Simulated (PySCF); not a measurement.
# Working out the ionisation energy of Ru

Ru [Kr] 4d7 5s1 (5F) → Ru⁺ [Kr] 4d7 (4F). Computed with PySCF 2.14 in aug-cc-pVTZ-PP with ECP28MDF (6s6p5d3f2g, 88 functions), with scalar relativity through the core potential. Frozen: 4s2 4p6. Energies in hartree (1 hartree = 27.21139 eV):

```tsv
part	Ru (lower)	Ru⁺ (upper)
UHF	-93.815772	-93.584535
MP2 opposite-spin	-0.107208	-0.093636
MP2 same-spin	-0.085471	-0.066418
```

Question: What does Hartree-Fock give?

Answer: (-93.584535) − (-93.815772) = 0.231237 hartree = 6.292 eV.

Question: What do MP2 and SCS-MP2 (6/5 opposite-spin, 1/3 same-spin) give?

Answer: The opposite-spin parts differ by 0.369 eV and the same-spin parts by 0.518 eV. MP2: 6.292 + (0.369) + (0.518) = 7.179 eV. SCS-MP2: 6.292 + 1.2 × (0.369) + (0.518)/3 = 6.907 eV.

Measured between the centres of the two terms (NIST): 7.365 eV, so MP2 (valence) is off by -0.186 eV.

What remains against the reference includes basis incompleteness, the frozen core and correlation beyond second order.
